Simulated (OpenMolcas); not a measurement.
Ir3+ among 4 point charges of -2 e arranged as a tetrahedron (Td).

| Item | Value |
| --- | --- |
| Program | OpenMolcas |
| Method | SS-CASPT2, IPEA 0.25 Eh, imaginary shift 0.1 Eh (closed shells correlated: 4f 5s 5p) |
| Basis | ANO-RCC-VDZP [7s6p4d2f] |
| Scalar Hamiltonian | DKH2, point nucleus |
| Active space | 6 electrons in 5 orbitals (5d) |
| State averaging | 2S+1 = 5 even, 5 roots; 2S+1 = 3 even, 45 roots; 2S+1 = 1 even, 50 roots |
| Spin-orbit coupling | state interaction with AMFI integrals over the reference wave functions |

All point charges move together. At R = 1.76 Å the first state of the same spin is 5210 cm-1, and at R = 1.92 Å it is 4340 cm-1.

Q: A third run gives 3690 cm-1. What distance was it run at?

A: With a power law R^-n the two known points give n = -ln(4340 / 5210) / ln(1.92 / 1.76) = 2.10. Then R = 1.76 × (5210 / 3690)^(1/2.10) = 2.074 Å. The run was at 2.03 Å, so the estimate is off by +0.044 Å.

Roots that are degenerate in the reference are averaged as groups; the widest CASPT2 spread within a group is 190 cm-1 (the 3-fold group of multiplicity 3 near 22700 cm-1 above the lowest state of its run, R = 1.76). Shifts and gaps below about the spread of the groups concerned are not significant. An orbital doublet at a regular site is open to a Jahn-Teller distortion, which this geometry leaves out. Point charges give a weaker field than real ligands, and real ions of this kind are as a rule low spin; the high spin found here belongs to the model. Free-ion shares, where given, are those of the reference states; single-state CASPT2 does not remix them. Spin-orbit coupling mixes the spin-free states strongly: the lowest level takes only 68 % from its leading state, 5E (figures for R = 1.76; the like holds for R = 1.92, R = 2.03). The ground term spreads over less than 5000 cm-1, several times less than with real ligands, so orbital moments are less quenched and χT lies further from the spin-only value than at real sites (holds for R = 1.92; R = 2.03). This is an electrostatic model: the charges have no orbitals. No measured value stands beside these numbers.
